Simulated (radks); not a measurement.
Results of a calculation; reference values are marked as such.
Ionisation of Nb2+, [Kr] 4d3, to Nb3+, [Kr] 4d2, under several functionals. Dirac Kohn-Sham, spin-unpolarised, spherical densities, point nucleus; open shells fill j = l - 1/2 first; a radial shooting solver on a logarithmic mesh with Libxc functionals.

\begin{tabular}{lrrrrrr}
functional & E(Nb2+) (hartree) & Exc (hartree) & IE (eV) & -e(HOMO) (eV) & <r> HOMO (bohr) & IE error (eV) \\ \hline
SOGGA & -3816.95160 & -115.98361 & 24.673 & 19.033 & 1.843 & -0.367 \\
PBE & -3819.36408 & -118.42827 & 24.800 & 19.157 & 1.847 & -0.240 \\
LDA (Slater exchange, Perdew-Wang correlation) & -3815.27856 & -114.27825 & 25.010 & 19.380 & 1.849 & -0.030 \\
exchange-only B88 & -3817.93037 & -116.96688 & 23.754 & 18.174 & 1.872 & -1.286 \\
exchange-only PBE & -3817.37826 & -116.39987 & 23.800 & 18.220 & 1.882 & -1.240 \\
OLYP & -3820.93764 & -120.10226 & 24.789 & 19.089 & 1.838 & -0.251 \\
Wu-Cohen GGA & -3818.75321 & -117.81229 & 24.771 & 19.129 & 1.841 & -0.269 \\
\end{tabular}

NIST Atomic Spectra Database: 25.040 eV (semi-empirical). Closest: LDA (Slater exchange, Perdew-Wang correlation). The Delta-SCF values span 1.26 eV, the total energies 5.66 hartree. The highest occupied level is 4d3/2. Spin polarisation and multiplet splitting are left out, so open shells lie too high by an amount that depends on their filling.

Beside tabulated values, note that spin-unpolarised runs miss the spin-polarisation part of the exchange energy of open shells.
